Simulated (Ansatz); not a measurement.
`[SiH3]C1C=N1` and `C[SiH2]C1C=N1` differ in one atom or group.

Ansatz, PBE0-D4/def2-TZVP geometries, multiplicity 1. Each molecule was computed in one conformer, which needn't be the lowest.

```tsv
property	`[SiH3]C1C=N1`
size of the dipole moment (PBE/def2-TZVPP) / D	2.05
HOMO–LUMO gap (PBE/def2-TZVPP) / eV	4.75
size of the dipole moment (ωB97M-V/def2-TZVPP) / D	2.15
HOMO energy (PBE/def2-TZVPP) / eV	-6.73
HOMO–LUMO gap (ωB97M-V/def2-TZVPP) / eV	11.67
LUMO energy (PBE0/def2-TZVPP) / eV	-0.83
```

(1) Give the same properties after the change, and the shifts. (Estimate.)

## Answers

(1) Ansatz gave: 
```tsv
property	`C[SiH2]C1C=N1`	shift
size of the dipole moment (PBE/def2-TZVPP) / D	1.31	-0.74
HOMO–LUMO gap (PBE/def2-TZVPP) / eV	4.73	-0.02
size of the dipole moment (ωB97M-V/def2-TZVPP) / D	1.46	-0.69
HOMO energy (PBE/def2-TZVPP) / eV	-6.56	0.17
HOMO–LUMO gap (ωB97M-V/def2-TZVPP) / eV	11.62	-0.05
LUMO energy (PBE0/def2-TZVPP) / eV	-0.68	0.15
```

The zero-point energy changes by 76.5 kJ/mol with +9 modes. Dipoles are sizes alone; their direction can turn.
